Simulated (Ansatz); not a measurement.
`C#C[TeH]` and `C#[C][ZnH]` differ in one atom or group.

Ansatz, PBE0-D4/def2-TZVP geometries, multiplicity 1. 

Elements past krypton have def2 core potentials. Scalar relativity is left out up to krypton. Spin–orbit coupling is left out; it splits and shifts lone-pair levels of the heavy atoms by tenths of an eV.

```csv
property,`C#C[TeH]`
HOMO energy (ωB97M-V/def2-TZVPP) / eV,-8.49
LUMO energy (PBE0/def2-TZVPP) / eV,-1.02
LUMO energy (ωB97M-V/def2-TZVPP) / eV,0.89
HOMO energy (PBE0/def2-TZVPP) / eV,-6.44
size of the dipole moment (B3LYP/def2-TZVPP) / D,0.40
LUMO energy (PBE/def2-TZVPP) / eV,-1.87
```

(1) Give the same properties after the change, and the shifts. (Estimate.)

## Answers

(1) Ansatz gave: 
```json
{"property": "HOMO energy (ωB97M-V/def2-TZVPP) / eV", "`C#[C][ZnH]`": "-10.29", "shift": "-1.80"}
{"property": "LUMO energy (PBE0/def2-TZVPP) / eV", "`C#[C][ZnH]`": "-0.90", "shift": "0.12"}
{"property": "LUMO energy (ωB97M-V/def2-TZVPP) / eV", "`C#[C][ZnH]`": "0.61", "shift": "-0.28"}
{"property": "HOMO energy (PBE0/def2-TZVPP) / eV", "`C#[C][ZnH]`": "-8.03", "shift": "-1.59"}
{"property": "size of the dipole moment (B3LYP/def2-TZVPP) / D", "`C#[C][ZnH]`": "0.09", "shift": "-0.31"}
{"property": "LUMO energy (PBE/def2-TZVPP) / eV", "`C#[C][ZnH]`": "-1.69", "shift": "0.18"}
```

With PBE0 the HOMO falls by 1.59 eV and the LUMO rises by 0.12 eV, so the gap widens by about 1.71 eV. PBE moves the HOMO by -1.44 eV and ωB97M-V by -1.80 eV. Dipoles are sizes alone; their direction can turn.

B3LYP here is the variant with VWN-RPA as its local correlation; programs differ in this.
